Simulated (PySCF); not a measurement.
GaHBr2, SMILES [Br][GaH][Br].

Geometry optimised at PBE0-D3(BJ)/def2-SVP.

The numbers are results of TDA-PBE/def2-SVPD run with PySCF, not measurements.

Vertical excitations.  State labels are in the subgroup C2v.

Computed excitation energies, oscillator strengths and character:
| state | symmetry | energy (eV) | λ (nm) | f | main pairs |
|---|---|---|---|---|---|
| S1 | A2 | 4.62 | 268 | 0.000 | HOMO→LUMO 100 % |
| S2 | B1 | 4.79 | 259 | 0.000 | HOMO−1→LUMO 100 % |
| S3 | B2 | 5.07 | 245 | 0.002 | HOMO→LUMO+1 51 %, HOMO−2→LUMO 48 % |
| S4 | A2 | 5.35 | 232 | 0.000 | HOMO−2→LUMO+1 100 % |
| S5 | B2 | 5.42 | 229 | 0.110 | HOMO→LUMO+1 46 %, HOMO−2→LUMO 44 % |
| S6 | A1 | 5.42 | 229 | 0.028 | HOMO−1→LUMO+1 93 % |
| S7 | A1 | 5.76 | 215 | 0.029 | HOMO−3→LUMO 88 % |
| S8 | B1 | 5.87 | 211 | 0.025 | HOMO−3→LUMO+1 99 % |
| S9 | A2 | 6.44 | 192 | 0.000 | HOMO−5→LUMO 99 % |
| S10 | B1 | 6.48 | 191 | 0.005 | HOMO−4→LUMO 99 % |
| T1 | A2 | 4.51 | 275 | 0 | HOMO→LUMO 100 % |
| T2 | B1 | 4.63 | 268 | 0 | HOMO−1→LUMO 100 % |
| T3 | B2 | 4.64 | 267 | 0 | HOMO−2→LUMO 99 % |
| T4 | B2 | 4.84 | 256 | 0 | HOMO→LUMO+1 99 % |
Triplets are in the Tamm–Dancoff approximation.
